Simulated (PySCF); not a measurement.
SMILES O([Si](c1ccccc1)OC)C, doublet, GFN2-xTB optimised geometry.

```
22

C     -2.61    -2.14    -1.89
O     -2.82    -0.93    -1.26
Si    -2.04    -0.26     0.00
O     -2.82     1.17     0.00
C     -2.73     2.23     0.88
C     -0.17    -0.26     0.00
C      0.56     0.79     0.58
C      1.93     0.74     0.69
C      2.63    -0.37     0.24
C      1.93    -1.43    -0.31
C      0.56    -1.38    -0.42
H     -2.50    -2.95    -1.17
H     -3.48    -2.35    -2.52
H     -1.72    -2.10    -2.52
H     -2.46     1.91     1.89
H     -1.99     2.95     0.53
H     -3.71     2.72     0.92
H      0.03     1.67     0.93
H      2.47     1.58     1.12
H      3.71    -0.40     0.32
H      2.47    -2.30    -0.66
H      0.03    -2.22    -0.85
```

Density from unrestricted B3LYP/def2-SVP (PySCF) at that geometry.

Minimum of the electron density along straight lines between bonded atoms, close to the bond critical point (lines longer than 1.1 times the sum of covalent radii, or with two minima, are not listed):

```tsv
bond	length / Å	ρ at the minimum / e bohr⁻³	∇²ρ there / e bohr⁻⁵	position (fraction from the first atom)
C1–O2	1.388	0.262	-0.29	0.34
O2–Si3	1.624	0.128	1.08	0.59
Si3–O4	1.624	0.128	1.08	0.41
O4–C5	1.388	0.262	-0.29	0.66
Si3–C6	1.875	___	0.34	0.38
C6–C7	1.403	0.302	-0.74	0.50
C7–C8	1.379	0.317	-0.83	0.50
C8–C9	1.387	0.313	-0.81	0.50
C9–C10	1.387	0.313	-0.81	0.50
C6–C11	1.403	0.302	-0.74	0.50
C10–C11	1.379	0.317	-0.83	0.50
C1–H12	1.094	0.281	-1.06	0.63
C1–H13	1.091	0.284	-1.09	0.64
C1–H14	1.093	0.282	-1.06	0.63
C5–H15	1.093	0.282	-1.06	0.63
C5–H16	1.094	0.281	-1.06	0.63
C5–H17	1.092	0.284	-1.09	0.64
C7–H18	1.080	0.285	-1.08	0.63
C8–H19	1.081	0.284	-1.08	0.63
C9–H20	1.080	0.284	-1.08	0.63
C10–H21	1.081	0.284	-1.08	0.63
C11–H22	1.080	0.285	-1.08	0.63
```

Problem. Complete the blanks.

Solution. 
- Si3–C6, ρ at the minimum / e bohr⁻³: 0.116
